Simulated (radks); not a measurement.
The numbers below are computed, except where a source is named.
Q: The table gives one normalised radial function P(r) = r R(r) (large component) of Tb+ in [Xe] 4f9 6d1 (r in bohr). Code: a radial shooting solver on a logarithmic mesh with Libxc functionals. Model: Dirac Kohn-Sham, BLYP, spin-unpolarised, spherical densities, point nucleus; open shells are shared between the two j in proportion to 2j + 1.

r          P
0.004717  0.0000
0.007684  0.0000
0.01262   0.0001
0.02056   0.0004
0.03376   0.0026
0.05499   0.0132
0.0903    0.0594
0.1471    0.2079
0.2416    0.5430
0.3935    0.9431
0.6462    1.0412
1.053     0.7507
1.729     0.3805
2.816     0.1399
4.625     0.0283
7.534     0.0028
12.37     0.0000
20.15     0.0000

Which n and l does it have? It may be an empty orbital.

A: n = 4, l = 3: the number of nodes gives n - l - 1 = 0, the rise at small r points to l (this Dirac orbital starts as r^gamma with gamma = sqrt((l + 1)^2 - (Z/c)^2) = 3.97; the j = 7/2 orbital of l + 1 starts with the same power, but with a smaller coefficient, and then steepens), and the extent must fit the shell. The curve is that of 4f7/2; the two j differ most near the nucleus, where j = l - 1/2 has the larger amplitude, and in heavy atoms j = l - 1/2 is also the more compact. 4f7/2: eigenvalue -12.173 eV, 0 radial nodes, <r> = 0.905 bohr, 90 % of the charge inside 1.60 bohr.
